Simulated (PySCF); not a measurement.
2-fluoropenta-1,4-diene (C₅H₇F), SMILES C(C=C)C(=C)F. Atoms are numbered in the order given.

```xyz
13

C      2.4692     0.4938     0.2582
C      1.4028    -0.2849     0.4323
C      0.0468     0.2008     0.8559
C     -1.0127    -0.1030    -0.1531
C     -2.0897    -0.8685     0.0013
F     -0.7774     0.4913    -1.3281
H      2.4170     1.5761     0.4147
H      3.4334     0.0805    -0.0484
H      1.4870    -1.3646     0.2568
H     -0.2450    -0.2662     1.8101
H      0.0795     1.2920     1.0175
H     -2.2824    -1.3561     0.9566
H     -2.7912    -1.0125    -0.8219
```

The structure is a stationary point at PBE0-D3(BJ)/def2-SVP. Other conformers were not sampled.

Computed with PBE/def2-TZVP in PySCF.

ESP charges are fitted to the potential on shells at 1.4 to 2.0 van der Waals radii. Atomic charges (e):

```json
[
 {"atom": "C1", "Löwdin": "-0.21", "ESP fit": "?", "meta-Löwdin": "-0.26"},
 {"atom": "C2", "Löwdin": "-0.20", "ESP fit": "?", "meta-Löwdin": "-0.10"},
 {"atom": "C3", "Löwdin": "-0.22", "ESP fit": "-0.38", "meta-Löwdin": "-0.23"},
 {"atom": "C4", "Löwdin": "-0.35", "ESP fit": "?", "meta-Löwdin": "0.29"},
 {"atom": "C5", "Löwdin": "-0.22", "ESP fit": "?", "meta-Löwdin": "-0.35"},
 {"atom": "F6", "Löwdin": "0.22", "ESP fit": "-0.16", "meta-Löwdin": "-0.25"},
 {"atom": "H7", "Löwdin": "0.12", "ESP fit": "0.22", "meta-Löwdin": "0.12"},
 {"atom": "H8", "Löwdin": "0.13", "ESP fit": "0.20", "meta-Löwdin": "0.13"},
 {"atom": "H9", "Löwdin": "0.14", "ESP fit": "0.11", "meta-Löwdin": "0.12"},
 {"atom": "H10", "Löwdin": "0.16", "ESP fit": "0.15", "meta-Löwdin": "0.13"},
 {"atom": "H11", "Löwdin": "0.16", "ESP fit": "0.16", "meta-Löwdin": "0.13"},
 {"atom": "H12", "Löwdin": "0.13", "ESP fit": "?", "meta-Löwdin": "0.13"},
 {"atom": "H13", "Löwdin": "0.13", "ESP fit": "?", "meta-Löwdin": "0.14"}
]
```

Problem. Some entries are withheld; supply them. (Estimate from the structure and the level; the computed values follow.)

Solution. 
- C1, ESP fit: -0.56
- C2, ESP fit: 0.08
- C4, ESP fit: 0.41
- C5, ESP fit: -0.73
- H12, ESP fit: 0.25
- H13, ESP fit: 0.26

Computed Mayer and Wiberg (Löwdin basis) orders of the bonds:
```json
[
 {"bond": "C1–C2", "Mayer": "1.97", "Wiberg": "2.19"},
 {"bond": "C2–C3", "Mayer": "0.99", "Wiberg": "1.22"},
 {"bond": "C3–C4", "Mayer": "1.01", "Wiberg": "1.19"},
 {"bond": "C4–C5", "Mayer": "1.87", "Wiberg": "2.09"},
 {"bond": "C4–F6", "Mayer": "1.11", "Wiberg": "1.73"},
 {"bond": "C1–H7", "Mayer": "0.95", "Wiberg": "0.89"},
 {"bond": "C1–H8", "Mayer": "0.95", "Wiberg": "0.89"},
 {"bond": "C2–H9", "Mayer": "0.94", "Wiberg": "0.82"},
 {"bond": "C3–H10", "Mayer": "0.93", "Wiberg": "0.81"},
 {"bond": "C3–H11", "Mayer": "0.93", "Wiberg": "0.81"},
 {"bond": "C5–H12", "Mayer": "0.93", "Wiberg": "0.88"},
 {"bond": "C5–H13", "Mayer": "0.95", "Wiberg": "0.88"}
]
```
